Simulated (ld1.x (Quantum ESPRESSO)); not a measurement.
## Configuration tests for Au (ultrasoft)

| Property | Result |
| --- | --- |
| Element | Au (Z = 79) |
| Generator | ld1.x (Quantum ESPRESSO) 7.5 |
| Type | ultrasoft |
| Functional | PBEsol |
| Relativity | fully relativistic |
| Frozen core | [Kr] 4d10 4f14 |
| Valence charge | 19 |
| Reference configuration | 5s2 5p6 5d10 6s0.75 6p0.25 |
| Partial waves | 5s (bound): rcut 1.40, rcutus 1.50 bohr; 6s (bound): rcut 1.40, rcutus 1.50 bohr; 5p (bound): rcut 1.50, rcutus 2.05 bohr; 6p (bound): rcut 1.50, rcutus 2.05 bohr; 5d (bound): rcut 1.40, rcutus 1.50 bohr; 5d channel at 0.05 Ry: rcut 1.40, rcutus 1.50 bohr |
| Local potential | all-electron potential smoothed inside 1.40 bohr (lloc = -1) |
| Core correction | Bessel-smoothed model core inside 0.75 bohr |
| Augmentation charge | PSQ, inside the norm-conserving radii |

Open shells are filled in proportion to 2j + 1 (rel_dist='average').

Energies are relative to the spin-unpolarised reference configuration 5s2 5p6 5d10 6s0.75 6p0.25; without spin polarisation the order of configurations can differ from experiment.

Its overlap operator is not positive definite in a basis up to 400 Ry (lowest eigenvalue p3/2 -0.29), so the file is unfit for use: the generalised eigenproblem breaks down once the basis is large enough, and its test numbers describe a broken file.

```tsv
valence configuration	charge	ΔE all-electron (eV)	error AE − PS (meV)
5s2 5p6 5d10 6s1 6p0	0	-1.275	-3.6
5s2 5p6 5d10 6s0 6p0	+1	8.182	-1.9
5s2 5p6 5d9 6s0 6p0	+2	29.441	+3.6
5s1 5p6 5d10 6s1 6p0	+1	113.851	+138
5s2 5p5 5d10 6s1 6p0	+1	65.997	+96
5s2 5p6 5d10 6s0.5 6p0	+0.5	2.526	+0.2
5s2 5p6 5d10 6s0 6p1	0	4.013	-46
```

Levels in the configuration 5s1 5p6 5d10 6s1 6p0:

```json
{"level": "5s j=1/2", "all-electron (eV)": "-122.487", "pseudo (eV)": "-122.391"}
{"level": "5p j=1/2", "all-electron (eV)": "-85.870", "pseudo (eV)": "-85.748"}
{"level": "5p j=3/2", "all-electron (eV)": "-68.881", "pseudo (eV)": "-68.736"}
{"level": "5d j=3/2", "all-electron (eV)": "-19.858", "pseudo (eV)": "-19.781"}
{"level": "5d j=5/2", "all-electron (eV)": "-18.098", "pseudo (eV)": "-18.033"}
{"level": "6s j=1/2", "all-electron (eV)": "-14.555", "pseudo (eV)": "-14.648"}
```

The ghost test of this file was not conclusive.
